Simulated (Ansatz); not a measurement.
`[SeH]C1BO1`. Total charge 0; spin multiplicity 1.

```xyz
7

Se    0.871   -1.688   -0.347
C     0.106   -0.210    0.593
B    -0.524    0.999   -0.048
O     0.726    1.146    0.373
H     0.164   -1.449   -1.613
H     0.007   -0.434    1.650
H    -1.349    1.637   -0.608
```

Q: List the harmonic frequencies (cm⁻¹, unscaled) at PBE0-D4/def2-TZVP in Ansatz. (Best estimate.)

A: Ansatz gave: 200, 264, 312, 583, 678, 771, 853, 886, 986, 1171, 1251, 1450, 2431, 2753, 3175.

Q: Is this a minimum?

A: Yes, all 15 modes are real.

Q: Give the ideal-gas thermochemistry at 298.15 K and 1 bar (rigid rotor, harmonic oscillator; point group C1, symmetry number 1).

A: Zero-point energy 106.3 kJ/mol; H(298) − E = 121.5 kJ/mol; entropy 302.6 J/(mol·K), of which translation 168.6, rotation 106.0, vibration 27.9; G(298) − E = 31.2 kJ/mol.

Q: Rotational constants (cm⁻¹)?

A: 0.6827, 0.08465, 0.08221.
